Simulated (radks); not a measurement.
Numerical settings for the technetium ion Tc+, [Kr] 4d5 5s1. All-electron calculation, scalar-relativistic Kohn-Sham, BLYP, spin-polarised, spherical densities, point nucleus; open shells are filled with parallel spins first (spin-orbit coupling, left out, can overturn this in heavy ions). Program: a radial shooting solver on a logarithmic mesh with Libxc functionals. The defaults (mesh step 0.008 in ln r, mesh end at 40 bohr or more with all orbitals vanishing there, Anderson mixing 0.5 over 9 steps, residual threshold near 1e-9 with the energy settled to 1e-9 hartree or 1e-11 of itself, here a cap of 88 iterations) give E = -4286.0092 hartree and 5s at -11.953 eV in 14 iterations. Run on one thread of a shared host, so times are rough (Intel(R) Xeon(R) 6975P-C): 0.16 s of CPU time, 0.16 s wall, 14 iterations on 2602 mesh points. Changes against that run (0 stands for a change within the tolerance of the run):

setting,iterations,converged,E (mhartree),e(5s) (meV),CPU (s)
mesh step in ln r 0.012,14,yes,0,0,0.11
mesh step in ln r 0.003,14,yes,0,0,0.41
mesh step in ln r 0.12,2,no,diverged,-,0.03
mesh end (bohr) 20,14,yes,0,0,0.16
mesh end (bohr) 8,14,yes,+0.63,+36.2,0.22
residual threshold 1e-13,20,yes,0,0,0.27
residual threshold 0.1,9,yes,0,+0.235,0.13
mixing 0.2,15,yes,0,0,0.18
"linear mixing, mixing 0.5",30,yes,0,0,0.29
"linear mixing, mixing 0.05",88,no,+0.617,-50.2,0.92
mixing history 3,15,yes,0,0,0.17
iteration cap 8,8,no,0,+0.235,0.11

No run marked as converged misses the energy by more than 1 mhartree. A mesh that ends early acts as a hard wall.
